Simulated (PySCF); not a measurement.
Compound: C7H4BrO2 (charge -1).
Numbering: `[O:1]=[C:2]([O-:3])[c:4]1[cH:5][cH:6][c:7]([Br:8])[cH:9][cH:10]1` (hydrogens: H11 on C5; H12 on C6; H13 on C9; H14 on C10)

Geometry (PBE0-D3(BJ)/def2-SVP, Å), atoms numbered from 1 in this order:
```
atom  x, y, z in Å
O1     2.3900    1.2895   -0.2124
C2     1.9362    0.1351   -0.1120
O3     2.5158   -0.9662   -0.1181
C4     0.3948    0.0548    0.0464
C5    -0.2389   -1.1808    0.1936
C6    -1.6218   -1.2707    0.3449
C7    -2.3721   -0.0955    0.3447
Br8   -4.2647   -0.1972    0.5519
C9    -1.7692    1.1528    0.1970
C10   -0.3839    1.2139    0.0499
H11    0.4090   -2.0619    0.1843
H12   -2.1193   -2.2363    0.4631
H13   -2.3807    2.0582    0.2000
H14    0.1517    2.1602   -0.0674
```

All values: B3LYP/def2-SVPD (PySCF, non-relativistic), on one gas-phase PBE0-D3(BJ)/def2-SVP geometry that isn't relaxed in the solvent. The solvent is an IEF-PCM continuum (cavity from Bondi-type radii × 1.2). Specific hydrogen bonds and non-electrostatic terms are outside this model. Spin–orbit coupling is left out although an atom past zinc is present.

Gas phase at B3LYP/def2-SVPD: HOMO -1.99 eV, LUMO 2.24 eV.

Q: What does the continuum do to the energy and the frontier levels at B3LYP/def2-SVPD in chloroform and dimethylsulfoxide?

A: 
```
          solvent      ε  E(solvent) − E(gas) (kcal/mol)  polarisation term (kcal/mol)  distortion of the solute (kcal/mol)  HOMO (eV)  LUMO (eV)
       chloroform  4.711                          -44.80                        -47.24                                 2.44      -5.63      -0.28
dimethylsulfoxide  46.83                          -57.38                        -62.05                                 4.67      -6.61      -0.95
```

The first energy column is the sum of the next two and covers electrostatics alone. The atom shares or the degeneracy of the LUMO differ from the gas phase in chloroform and dimethylsulfoxide, so that column needn't follow one orbital. From chloroform to dimethylsulfoxide the lowering changes by a factor 1.28, Born's factor 1 − 1/ε by 1.24 and ε itself by 9.9.

Q: Which radius a makes Born's formula ΔE = −(q²/2a)(1 − 1/ε) give the value in dimethylsulfoxide?

A: a = q²(1 − 1/ε)/(2|ΔE|) = 2.83 Å, with q = -1 e and |ΔE| = 0.0914 Eh; the farthest nucleus lies 3.77 Å from the centroid of the nuclei. The formula assumes a point charge at the centre of a sphere.

Q: How does the static polarisability (B3LYP/def2-SVPD, frozen core, with the continuum's full static response) change?

A: 
```
           medium  isotropic (au)  principal values (au)  ⟨r²⟩ of the electrons (bohr²)
              gas           121.8     71.2, 118.8, 175.4                         2801.3
       chloroform           152.5     88.2, 154.2, 215.0                         2803.5
dimethylsulfoxide           168.6    100.2, 173.3, 232.3                         2804.5
```

The isotropic value in dimethylsulfoxide is 1.38 times the gas-phase one; no cavity-field correction is applied. ⟨r²⟩ is taken about the centre of nuclear charge.
